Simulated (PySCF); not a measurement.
PySCF was given this input:
```python
from pyscf import gto, scf, cc

mol = gto.Mole()
mol.atom = '''
    O    -0.000000   -0.000000   -1.997373
    B    -0.000000   -0.000000   -0.809405
    B     0.000000    0.000000    0.809405
    O     0.000000    0.000000    1.997373
'''
mol.basis = 'cc-pvdz'
mol.charge = 0
mol.spin = 0
mol.verbose = 4
mol.build()

mf = scf.RHF(mol)
mf.kernel()

mycc = cc.CCSD(mf, frozen=4)
mycc.kernel()
et = mycc.ccsd_t()
print('E(CCSD(T)) = %.10f' % (mycc.e_tot + et))
```

What MP2 correlation energy does CCSD(T)/cc-pVDZ (PySCF) give?

-0.5193 Eh

Predict the SCF-reference HOMO-LUMO gap from CCSD(T)/cc-pVDZ.

16.00 eV

Predict the SCF-reference Mulliken (on the basis functions themselves) charges in atom order from CCSD(T)/cc-pVDZ.

O1 -0.06, B2 0.06, B3 0.06, O4 -0.06

Predict the SCF-reference HOMO energy from CCSD(T)/cc-pVDZ.

-14.67 eV

What coupled-cluster correlation energy (without the perturbative part) does CCSD(T)/cc-pVDZ give?

-0.5227 Eh
